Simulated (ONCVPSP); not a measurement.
# rhodium (Rh): what ONCVPSP 4.0.1 does with a changed input

Command:

```bash
oncvpsp.x < Rh.dat > Rh.out
```

Input:

```
# ATOM AND REFERENCE CONFIGURATION
# atsym  z   nc   nv     iexc    psfile
  Rh 45.00    8    3        4      upf
#
#   n    l    f
    1    0    2.00
    2    0    2.00
    2    1    6.00
    3    0    2.00
    3    1    6.00
    3    2   10.00
    4    0    2.00
    4    1    6.00
    4    2    8.00
    5    0    0.50
    5    1    0.50
#
# PSEUDOPOTENTIAL AND OPTIMIZATION
# lmax
    2
#
#   l,   rc,      ep,       ncon, nbas, qcut
    0    2.40    0.00    4    7    2.40
    1    3.80    0.00    3    6    2.10
    2    1.85    0.00    3    7   10.20
#
# LOCAL POTENTIAL
# lloc, lpopt,  rc(5),   dvloc0
    4    2    1.80    3.00
#
# VANDERBILT-KLEINMAN-BYLANDER PROJECTORs
# l, nproj, debl
    0    1    1.00
    1    1    0.90
    2    2    3.20
#
# MODEL CORE CHARGE
# icmod, fcfact, rcfact
    3   30.00    1.30
#
# LOG DERIVATIVE ANALYSIS
# epsh1, epsh2, depsh
   -2.00    5.00    0.02
#
# OUTPUT GRID
# rlmax, drl
    6.00    0.01
#
# TEST CONFIGURATIONS
# ncnf
    4
# nvcnf
#   n    l    f
    3
    4    2    8.00
    5    0    1.00
    5    1    0.00
#
    3
    4    2    8.00
    5    0    0.00
    5    1    0.00
#
    3
    4    2    7.00
    5    0    0.00
    5    1    0.00
#
    3
    4    2    9.00
    5    0    0.00
    5    1    0.00
#
```

This is an input that runs to its end, with one change: model core set to icmod 3, fcfact 30.00, rcfact 1.30.

Q: How does the run end?

A: The program runs through. Ghost flags: none; the largest excitation error among the 3 tests with output is 43 meV, against 22.6 meV for the unchanged input. Messages: WARNING no output for configuration 4; psatom: WARNING lschvkbb convergence error n,l,iter= 2 1 4; run_config: WARNING for fully non-local PS atom, stg. 1.

```
   n   l     f        eae           eps        diff
   1   0  2.0000 -846.94630704
   2   0  2.0000 -123.02301999
   2   1  6.0000 -110.28026794
   3   0  2.0000  -22.21299883
   3   1  6.0000  -18.02365717
   3   2 10.0000  -11.32575682
   4   0  2.0000   -3.31425982
   4   1  6.0000   -2.13680404
   4   2  8.0000   -0.49917926   -0.49988866   -7.09D-04

    Total energies and differences
      AE_ref= -4.78405112D+03  AE_tst= -4.78384162D+03  dif=  2.09D-01
      PS_ref= -2.26850169D+01  PS_tst= -2.24748288D+01  dif=  2.10D-01
      PSP excitation error= -6.92D-04

Test configuration 3

psatom: WARNING lschvkbb convergence error n,l,iter=   2   1   4
ea(ii),et,emin,emax -5.284096E-02 -5.812506E-02 -5.812506E-02 -5.812506E-02
run_config: WARNING for fully non-local PS atom, stg. 1
 WARNING no output for configuration 4

Test configuration 4

   n   l     f        eae           eps        diff
   1   0  2.0000 -846.55109543
   2   0  2.0000 -122.62577161
   2   1  6.0000 -109.88321791
   3   0  2.0000  -21.81536500
   3   1  6.0000  -17.62601822
   3   2 10.0000  -10.92802931
   4   0  2.0000   -2.91831728
   4   1  6.0000   -1.74378417
   4   2  9.0000   -0.13206265   -0.13075347    1.31D-03

    Total energies and differences
      AE_ref= -4.78405112D+03  AE_tst= -4.78414921D+03  dif= -9.81D-02
      PS_ref= -2.26850169D+01  PS_tst= -2.27815305D+01  dif= -9.65D-02
      PSP excitation error= -1.58D-03
```
